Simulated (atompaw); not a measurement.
**Before and after: PAW (atompaw) potential for B (Z = 5)**

```json
{"Element": "boron (B)", "Generator": "atompaw 4.2.0.5", "Type": "PAW", "Functional": "PBE", "Relativity": "scalar-relativistic", "Frozen core": "[He]", "Valence charge": "3", "Reference configuration": "2s2 2p1", "Partial waves": "2s (bound); 2s channel at 0.45 Ry; 2p (bound); 2p channel at 4.2 Ry", "Local potential": "vpsmatchnc scheme with l = 2 at 0 Ry, radius 1.95 bohr", "Core correction": "smooth core density matched at 1.85 bohr", "Augmentation charge": "sinc compensation charge, radius 2.40 bohr; PAW radius 3.00 bohr; waves and projectors: bloechl"}
```

All-electron outer shells of the reference configuration (PBE, scalar-relativistic, ld1.x):

```json
{"shell": "1s", "level (eV)": "-180.59", "outermost node (bohr)": "–", "outermost maximum (bohr)": "0.21"}
{"shell": "2s", "level (eV)": "-9.44", "outermost node (bohr)": "0.46", "outermost maximum (bohr)": "1.52"}
{"shell": "2p", "level (eV)": "-3.61", "outermost node (bohr)": "–", "outermost maximum (bohr)": "1.57"}
```

Change: all radii scaled by about 1.21 (s 3.62, p 3.62 bohr); local potential vpsmatchnc scheme with l = 2 at 0 Ry, radius 2.36 bohr; augmentation sinc compensation charge, radius 2.90 bohr; PAW radius 3.62 bohr; waves and projectors: bloechl; core correction smooth core density matched at 2.24 bohr.

Cutoffs: the cutoffs (Ry, on a coarse ladder) from which the occupation-weighted sum of valence levels, in a spherical-Bessel basis at the reference potential, stays within 10 and 1 mRy of its value at 400 Ry; they do not see the model core or the augmentation charge, which bear on the density cutoff.

Q: What does the change do?

A: The potential gets softer (21 Ry and 30 Ry → 18 Ry and 25 Ry); neither file shows a bound ghost. A larger radius leaves more room for a smooth pseudo-wave, so fewer plane waves are needed.

| quantity | base | changed |
| --- | --- | --- |
| cutoff, loose | 21 Ry | 18 Ry |
| cutoff, tight | 30 Ry | 25 Ry |
| loose cutoff by channel (10 mRy a level) | s 18 Ry, p 15 Ry | s 15 Ry, p 12 Ry |
| bound ghosts | none | none |
| lowest overlap eigenvalue by channel | s 0.44, p 0.60 | s 0.46, p 0.52 |

 The cutoffs see the waves, projectors and local potential, not the compensation charge or the core.
